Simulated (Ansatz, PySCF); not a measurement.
Molecule: sum formula GeSiH3, net charge 0, doublet state. It need not be the lowest isomer of its formula. 
Coordinates optimised at B3LYP-D3(BJ)/def2-TZVP (Ansatz, an electronic-structure program):
```xyz
5

Si    -1.5762    -0.0277     0.5324
Ge     0.6453     0.0510    -0.2122
H     -1.7271    -1.4159    -0.0718
H      1.6007    -1.1368    -0.4970
H      1.5447     1.3070    -0.0926
```
Charge 0, spin multiplicity 2.

Property: atomisation energy (electronic, to ground-state atoms), in kcal/mol. Valence correlation only, unless marked. Open shells are spin-unrestricted. No spin-orbit coupling. The frozen core is the preceding noble-gas configuration, with the filled d and f shells of earlier blocks. No relativistic terms. The coupled-cluster limit lacks core correlation, which all-electron functionals hold. CBS marks a two-point X^-3 extrapolation of the correlation energy; Hartree-Fock from the larger set. [CCSD(T)-MP2]/basis is that difference in the basis named.

| level | program | atomisation energy (kcal/mol) | minus last row |
|---|---|---|---|
| PBE-D3(BJ)/def2-TZVPD | Ansatz + dftd3 | 270.4 | 3.1 |
| BLYP-D3(BJ)/def2-TZVPD | Ansatz + dftd3 | 269.7 | 2.4 |
| revPBE-D4/def2-TZVPD | Ansatz + dftd4 | 266.0 | -1.3 |
| M06-L-D4/def2-TZVPD | PySCF + dftd4 | 275.0 | 7.7 |
| LC-wPBE/def2-TZVPD | Ansatz | 261.3 | -6.0 |
| CCSD(T)/def2-SVP | Ansatz | 245.8 | -21.5 |
| RI-MP2/CBS(def2-TZVPPD,def2-QZVPPD)+[CCSD(T)-MP2]/def2-TZVPPD | Ansatz | 267.3 | 0.0 |

The UHF reference is spin-contaminated (<S^2> 0.23 over the pure value in the largest basis). The T1 diagnostic of CCSD in the largest basis is 0.051, which is high, so the coupled-cluster rows are less sure than usual.
